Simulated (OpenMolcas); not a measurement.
**HfH2Cl2O2 (SMILES Cl[Hf](Cl)(O)O): methods side by side**

HfH2Cl2O2: 7 atoms, total charge 0, spin state singlet. SMILES: `Cl[Hf](Cl)(O)O`. The coordinates come from a PBE0-D4/def2-TZVP relaxation. This is one conformer, not always the lowest.

```xyz
7

Cl   -1.4564   -2.1750    0.0028
Hf    0.0987   -0.4037   -0.0237
Cl    2.2927   -1.2469   -0.2012
O    -0.2572    0.7048   -1.5209
O    -0.0554    0.5741    1.5940
H    -0.4572    1.3690   -2.1724
H    -0.1652    1.1777    2.3215
```

Each level gives the energy change with the Cl1–Hf2 bond stretched from 2.357 to 4.243 Å (eV). The values are calculated.

```csv
level,kind,program,value (eV),CPU time (all runs)
HF/def2-SVP (core potential) (unrestricted),Hartree–Fock,OpenMolcas,4.50,38 s
SVWN5/def2-SVP (core potential) (restricted),LDA,OpenMolcas,4.31,75 s
BLYP/def2-SVP (core potential) (restricted),GGA,OpenMolcas,3.77,96 s
M06-L/def2-SVP (core potential) (restricted),meta-GGA,OpenMolcas,4.14,1.9 min
TPSS/def2-SVP (core potential) (restricted),meta-GGA,OpenMolcas,3.98,2.1 min
r2SCAN/def2-SVP (core potential) (restricted),meta-GGA,OpenMolcas,4.19,2.4 min
M06-2X/def2-SVP (core potential) (restricted),hybrid meta-GGA,OpenMolcas,4.53,1.8 min
MP2/def2-SVP (core potential) (restricted),perturbation theory,OpenMolcas,4.70,26 s
```

The first shape isn't each level's own minimum. The values span 3.77 to 4.70 eV. Times are those of the runs behind each value, whatever else they computed, on shared processors of several kinds: orders of magnitude only.
